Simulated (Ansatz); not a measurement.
A nudged elastic band was laid between two geometries of H₆SeSiSn (9 atoms, charge 0, multiplicity 1).

Computed with Ansatz 0.2.0, RKS B3LYP/def2-SVP.

| Item | Value |
| --- | --- |
| movable images | 9 |
| climbing image | yes |
| spring | 5.0 eV/Å² |
| optimiser | quadratic models (default) |
| start path | IDPP |
| force threshold | 0.03 eV/Å |
| iteration limit | 32 |
| end points | relaxed |

Image 0:

```xyz
9
Properties=species:S:1:pos:R:3
Si -0.864 1.208 -1.071
Se 1.319 0.520 -0.845
Sn 0.952 -1.203 1.037
H -1.762 0.081 -1.457
H -0.860 2.234 -2.150
H -1.388 1.810 0.189
H 2.510 -1.847 1.355
H -0.128 -2.429 0.499
H 0.309 -0.419 2.425
```

Image 10:

```xyz
9
Properties=species:S:1:pos:R:3
Si -0.271 1.704 -0.613
Se 0.363 -0.281 -1.584
Sn 0.310 -1.742 0.540
H -1.625 1.609 0.007
H -0.296 2.708 -1.713
H 0.695 2.139 0.438
H 1.443 -1.140 1.686
H 0.744 -3.314 0.008
H -1.273 -1.729 1.213
```

(1) Which bonds break or form, and what moves?

(2) Give the energies along the band, and the barrier.

(3) What is the geometry of the highest image?

Results:

(1) No bond is made or broken. The dihedral Si1–Se2–Sn3–H9 goes from -61 to 60°. The two ends are copies of one structure, up to a mirror image or an exchange of like atoms.

(2) The run converged. The highest image is number 5 of 0 to 10, 0.3 kcal/mol above the ends, which have the same energy within 2 meV. A vibrational analysis at the climbing image gives one clearly imaginary mode, 51i cm⁻¹: a first-order saddle point.

```tsv
image	path coordinate (Å)	energy (kcal/mol)	dihedral Si1–Se2–Sn3–H9 (°)
0	0.00	0.0	-61
1	0.45	0.0	-49
2	0.90	0.1	-38
3	1.35	0.2	-25
4	1.81	0.2	-13
5	2.26	0.3	0
6	2.71	0.2	12
7	3.16	0.2	25
8	3.61	0.1	37
9	4.06	0.0	48
10	4.51	0.0	60
```

(3) 
```xyz
9
Properties=species:S:1:pos:R:3
Si -0.596 1.529 -0.812
Se 0.993 -0.055 -1.323
Sn 0.676 -1.561 0.749
H -1.963 0.940 -0.717
H -0.555 2.510 -1.931
H -0.298 2.227 0.472
H 2.169 -1.636 1.595
H 0.212 -3.127 0.213
H -0.549 -0.872 1.738
```

Run time: 3.8 min on 2 threads of Intel(R) Xeon(R) Platinum 8375C CPU @ 2.90GHz (Ice Lake) (shared host), peak memory 0.29 GiB.
